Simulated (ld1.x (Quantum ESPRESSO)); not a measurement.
# An all-electron radial function and its pseudo partner (niobium (Nb))

Columns: radius, all-electron u(r) and pseudo u(r) of the 4s shell (level -64.81 eV) of niobium in the configuration [Ar] 3d10 4s2 4p6 4d4 5s0 5p0; PBE, scalar-relativistic, TM scheme, ld1.x (Quantum ESPRESSO) 7.5.

| r (bohr) | all-electron | pseudo |
| --- | --- | --- |
| 0.130 | -0.3211 | -0.0624 |
| 0.260 | 0.4329 | -0.1413 |
| 0.390 | 0.5083 | -0.2557 |
| 0.520 | 0.0463 | -0.4234 |
| 0.650 | -0.4698 | -0.6427 |
| 0.780 | -0.8368 | -0.8697 |
| 0.910 | -1.0273 | -1.0288 |
| 1.040 | -1.0766 | -1.0765 |
| 1.170 | -1.0319 | -1.0319 |
| 1.300 | -0.9349 | -0.9349 |
| 1.430 | -0.8152 | -0.8152 |
| 1.560 | -0.6919 | -0.6919 |
| 1.690 | -0.5758 | -0.5758 |
| 1.820 | -0.4721 | -0.4721 |
| 1.950 | -0.3827 | -0.3827 |
| 2.080 | -0.3075 | -0.3075 |
| 2.210 | -0.2453 | -0.2453 |
| 2.340 | -0.1946 | -0.1946 |
| 2.470 | -0.1536 | -0.1536 |
| 2.600 | -0.1208 | -0.1208 |
| 2.730 | -0.0947 | -0.0947 |
| 2.860 | -0.0739 | -0.0739 |
| 2.990 | -0.0576 | -0.0576 |
| 3.120 | -0.0448 | -0.0448 |
| 3.250 | -0.0348 | -0.0348 |
| 3.380 | -0.0270 | -0.0270 |

(1) How many radial nodes do the two functions have?

(2) At about which radius was the pseudo-wave matched?

(3) Where does each function peak?

(4) Is the pseudo-wave norm-conserving?

Results:

(1) The all-electron 4s function has n − l − 1 = 3 (the table is too coarse to show those close to the nucleus); the pseudo-wave has 0, since the states of the same l below it are removed with the core.

(2) 1.15 bohr, where the columns begin to agree (steps of 0.13 bohr).

(3) Outermost all-electron maximum near 1.04 bohr, pseudo maximum near 1.04 bohr (to the table’s step).

(4) Yes: the TM scheme keeps the norm inside the radius equal to the all-electron one, which fixes the energy derivative of the logarithmic derivative at the level.
